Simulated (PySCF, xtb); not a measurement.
Se(F)4 anion (F₄Se), SMILES F[Se](F)(F)F (connectivity only; charge and spin as stated), charge -1, multiplicity 2.

Geometry: PBE0-D3(BJ)/def2-SVPD. The spin state was assumed, not searched. The isomer is the one that the SMILES or the coordinates give; other isomers of the formula were not compared.

These are PySCF with IEF-PCM-M06-2X/def2-SVPD values and carry that method's errors.

The values are the electrostatic part of the solvation free energy, E(continuum) − E(gas) at the gas-phase geometry, in a cavity of scaled van der Waals radii (PySCF's table); cavitation and dispersion terms are not included.

```tsv
solvent	ε	ΔG(elec) (kcal/mol)
water	78.36	-55.7
ethylethanoate	5.99	-46.6
dimethylsulfoxide	46.83	-55.1
```

For comparison, GFN2-xTB/ALPB(water) (xtb, at the GFN2-xTB geometry, all terms of that model) gives -55.3 kcal/mol.
